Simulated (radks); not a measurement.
The numbers below are computed, except where a source is named.
Task: Successive ionisation energies (eV) of one element, from differences of total energies of ions in their ground configurations, starting at charge 0: 6.438, 13.461, 23.164, 34.440, 80.633, 96.611, 112.86. Level of theory: scalar-relativistic Kohn-Sham, PBE, spin-polarised, spherical densities, finite nucleus; open shells are filled with parallel spins first (spin-orbit coupling, left out, can overturn this in heavy ions); Fermi nuclear charge, rms radius 4.2694 fm (a radial shooting solver on a logarithmic mesh with Libxc functionals). Which element is it?

Result: Zirconium (Z = 40). The first species listed is Zr in [Kr] 4d2 5s2, the last Zr6+ in [Ar] 3d10 4s2 4p4.
